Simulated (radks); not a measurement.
The numbers below are computed, except where a source is named.
All-electron atom: Al in [Ne] 3s1 3p2 (not the ground configuration).

Level of theory: scalar-relativistic Kohn-Sham, r2SCAN, spin-polarised, spherical densities, finite nucleus; open shells are filled with parallel spins first; meta-GGA in the generalised Kohn-Sham scheme; Fermi nuclear charge, rms radius 3.061 fm (a radial shooting solver on a logarithmic mesh with Libxc functionals).

Energy parts (eV):
total: -6603.639
kinetic: 6616.531
electron-nucleus: -15778.645
Hartree: 3064.739
exchange-correlation: -506.264

Orbitals (lengths in bohr, moments of r in powers of bohr; r(max) is where P^2 peaks):
orbital  occ.  eigenvalue (eV)   r(max)    <r^2>   <1/r>
1s up       1        -1522.558  0.07838  0.01946   12.63
1s down     1        -1522.293  0.07838  0.01946   12.63
2s up       1        -112.8743   0.4954   0.4649   2.351
2s down     1        -112.6558   0.4960   0.4663   2.346
2p up       3         -72.6159   0.4293   0.4603   2.212
2p down     3         -72.2573   0.4299   0.4576   2.211
3s up       1          -9.7323    2.070    7.189  0.5337
3p up       2          -4.0529    2.520    11.62  0.4203

The highest occupied level is 3p up at -4.053 eV. The electron density at the nucleus is 1500 e/bohr^3 (large components only).
